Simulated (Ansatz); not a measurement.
Pulling on the Se1–F2 bond in BrFSe (SMILES F[Se]Br) (multiplicity 1 held, fragments rigid). Energies count from the point at 1.764 Å.
Geometry at that point (charge 0, multiplicity 1):
```xyz
3

Se     0.51017    -0.43084     0.77837
F      1.47346    -1.31372    -0.40663
Br    -0.87448     0.75635    -0.65157
```

R- and RO- levels are restricted; in cc, def2 and unpolarised 6-31G sets they are followed outwards from rest. Left out are points that failed, MP2 points in a non-variational dive below the minimum, coupled-cluster points behind a sign of a changed root (a jump of the amplitudes, or a one-step jump against full CI or MRCI), small-basis points behind a change of solution, and semi-empirical points at long bonds.

Frozen-core correlation. Filled d and f shells under p-block atoms count as core.

Codes used: Ansatz (Gaussian orbitals). Each number belongs to the level named beside it.

Energies in eV.

| R (Å) | R-HF/cc-pVDZ | R-SCS-MP2/cc-pVDZ | R-CCSDT/cc-pVDZ | R-CCSDT(Q)/cc-pVDZ |
|---|---|---|---|---|
| 1.411 | 3.20 | 3.61 | 3.64 | 3.65 |
| 1.588 | 0.49 | 0.69 | 0.71 | 0.72 |
| 1.764 | 0.00 | 0.00 | 0.00 | 0.00 |
| 1.940 | 0.43 | 0.23 | 0.20 | 0.19 |
| 2.117 | 1.20 | 0.79 | 0.72 | 0.70 |
| 2.381 | 2.46 | 1.71 | 1.54 | 1.50 |
| 2.646 | 3.61 | 2.48 | 2.14 | 2.08 |
| 3.087 | 5.12 | 3.22 | 2.61 | 2.51 |
| 3.528 | 6.17 | 3.28 | 2.74 | 2.61 |
| 4.057 | 6.96 | 2.73 | 2.76 | 2.62 |
| 4.763 | 7.54 | 1.49 | 2.76 | 2.62 |
| 5.645 | 7.91 | left out | 2.76 | 2.64 |

Doubts at one or more of the structures used: a restricted determinant that unrestricted orbitals would lower (R-HF/cc-pVDZ, R-SCS-MP2/cc-pVDZ, R-CCSDT/cc-pVDZ, R-CCSDT(Q)/cc-pVDZ); other coupled-cluster roots lie near (R-CCSDT/cc-pVDZ, R-CCSDT(Q)/cc-pVDZ); T1 above 0.05 (R-CCSDT/cc-pVDZ, R-CCSDT(Q)/cc-pVDZ).

Ansatz is a quantum-chemistry and plane-wave program.
